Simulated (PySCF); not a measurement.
B3LYP has the VWN-RPA correlation part, as in Gaussian. Excitations are Tamm–Dancoff values on a coarser integration grid. The basis has no diffuse functions, so Rydberg states are missing or too high.

Z-matrix (Å, degrees):
```
In
H 1 1.7325
H 1 1.7445 2 120.04
H 1 1.7447 2 120.00 3 -164.04
O 1 2.4170 2 99.59 4 -97.87
H 5 0.9652 1 110.30 2 -122.19
H 5 0.9653 6 105.47 1 118.81
```
Charge 0, spin multiplicity 1.

Task: Estimate the T1 excitation (TDA), HOMO–LUMO gap, S1 oscillator strength, LUMO and dipole moment that B3LYP-D3(BJ)/def2-TZVP // PBE0-D4/def2-SVP in PySCF returns for this input.

Result: 
```
Property                   Value
----------------------  --------
T1 excitation (TDA)      4.95 eV
HOMO–LUMO gap            6.10 eV
S1 oscillator strength     0.003
LUMO                    -1.25 eV
dipole moment             3.62 D
```
